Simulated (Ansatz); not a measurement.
Basis-set extrapolation for H₈N₂OSi₂, SMILES `N[Si](N)(O)[SiH3]` (PBE0-D4/def2-TZVP geometry, frozen core, Ansatz). Multiplicity 1, RHF reference.

```
                      def2-TZVPP   def2-QZVPP
                 HF  -766.514282  -766.542364
    MP2 correlation    -0.919869    -0.990203
CCSD(T) correlation    -1.002510      not run
```

Energies in hartree. Use E(X) = E(∞) + A·exp(−7.88·√X) for Hartree–Fock and E(X) = E(∞) + B·X^(−2.97) for correlation, with X = 3 and 4, and add CCSD(T) minus MP2 of the smaller set to the MP2 limit.

**Question.** What is the CCSD(T) energy at the basis-set limit?

**Answer.** HF limit: -766.542364 + (-0.028082) × 0.13774 = -766.54623. MP2 limit: -0.990203 + (-0.070334) × 0.74074 = -1.04230. Higher-order term: -1.002510 − (-0.919869) = -0.08264. Total: -767.67117 hartree, 405.3 kJ/mol below CCSD(T)/def2-TZVPP.
